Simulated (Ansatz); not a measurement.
The cluster Hf₃⁻ (the lowest doublet isomer of a short search), 3 atoms. Hardware: 4 threads of Arm Neoverse V2 on a shared host.

In the def2 sets Hf takes a core potential; there is no spin–orbit coupling. Correlated methods freeze no core orbitals; core or outer-core shells of Hf are correlated, in sets that lack core-valence functions. In CCSD on the charge -1 doublet the largest single amplitude is 0.24, so its Hartree–Fock determinant may place the open shell otherwise than the density functionals do.

How many basis functions does each of these Ansatz runs have, and roughly what does it cost? r2SCAN-D4/def2-TZVPD, charge -1 quartet, energy, from earlier orbitals; PBE-D4/def2-TZVPD, charge -1 quartet, energy, from earlier orbitals; BHLYP-D4/def2-TZVPD, charge -1 doublet, energy, from earlier orbitals; PBE0-D4/def2-TZVPD, charge 0 triplet at the geometry of the charge -1 doublet, energy; PBE with 50 % exact exchange/def2-TZVPD, charge -1 doublet, energy, from earlier orbitals; ωB97M-V/def2-TZVPD, charge -1 quartet, energy, from earlier orbitals; CCSD(T)/def2-TZVPD, charge -1 doublet, energy, from earlier orbitals; BHLYP-D4/def2-TZVPD, charge -1 quartet, energy, from earlier orbitals; PBE with 10 % exact exchange/def2-TZVPD, charge -1 doublet, energy, from earlier orbitals; PBE with 50 % exact exchange/def2-TZVPD, charge -1 quartet, energy, from earlier orbitals; r2SCAN-D4/def2-TZVPD, charge 0 singlet at the geometry of the charge -1 doublet, energy, from earlier orbitals; PBE with 15 % exact exchange/def2-TZVPD, charge -1 quartet, energy, from earlier orbitals.

Other jobs shared the machine, so times can vary by a factor of up to 3. A dash marks memory too small to be measured apart from the calling script's.

```tsv
run	functions	fitting or Cholesky vectors	wall time	peak host memory (GiB)
PBE-D4/def2-TZVPD, charge -1 quartet, energy, from earlier orbitals	129	1101	11 s	–
PBE with 10 % exact exchange/def2-TZVPD, charge -1 doublet, energy, from earlier orbitals	129	1101	11 s	–
PBE with 15 % exact exchange/def2-TZVPD, charge -1 quartet, energy, from earlier orbitals	129	1155	12 s	–
r2SCAN-D4/def2-TZVPD, charge 0 singlet at the geometry of the charge -1 doublet, energy, from earlier orbitals	129	1101	12 s	–
BHLYP-D4/def2-TZVPD, charge -1 doublet, energy, from earlier orbitals	129	1446	14 s	0.57
PBE with 50 % exact exchange/def2-TZVPD, charge -1 doublet, energy, from earlier orbitals	129	1446	14 s	0.57
PBE0-D4/def2-TZVPD, charge 0 triplet at the geometry of the charge -1 doublet, energy	129	1317	16 s	0.55
PBE with 50 % exact exchange/def2-TZVPD, charge -1 quartet, energy, from earlier orbitals	129	1446	18 s	0.57
BHLYP-D4/def2-TZVPD, charge -1 quartet, energy, from earlier orbitals	129	1446	20 s	0.55
r2SCAN-D4/def2-TZVPD, charge -1 quartet, energy, from earlier orbitals	129	1101	29 s	–
CCSD(T)/def2-TZVPD, charge -1 doublet, energy, from earlier orbitals	129	1140	69 s	1.7
ωB97M-V/def2-TZVPD, charge -1 quartet, energy, from earlier orbitals	129	1155	90 s	0.96
```
